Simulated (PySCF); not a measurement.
Diatomics of Si with the fifth-period p block

PBE0 with double-zeta basis sets in PySCF, for the lowest determinant that a PBE0 search found; no spin–orbit coupling. De refers to high-spin ground-configuration atoms. A positive dipole means M(−)Si(+).

| M | basis | state (unpaired electrons) | Re (Å) | ωe (cm⁻¹) | De (eV) | μ (D) |
| --- | --- | --- | --- | --- | --- | --- |
| In | def2-SVPD | quartet (σ ↑, π ↑↑) | 2.625 | 258 | 2.35 | -2.06 |
| Sn | x2c-SVPall | triplet (π ↑↑) | 2.514 | 358 | 2.78 | -0.97 |
| Sb | def2-SVP | doublet (π ↑) | 2.384 | 430 | 2.73 | -0.15 |
| Te | x2c-SVPall | singlet (closed shell) | 2.271 | 504 | 4.65 | 0.54 |
| I | x2c-SVPall | doublet (π ↑) | 2.451 | 366 | 3.30 | 0.52 |

The shortest bond is that of SiTe (2.271 Å), the longest that of InSi (2.625 Å). SiTe is bound most strongly (4.65 eV) and InSi least (2.35 eV).

The rows differ in basis set, which adds steps of its own.

The state changes along the series, so neighbouring rows are not always alike in their bonding.

These are scalar-relativistic numbers at best; spin–orbit coupling would shift them, the dissociation energy most. States were picked by a PBE0 search and need not be the measured ground states.
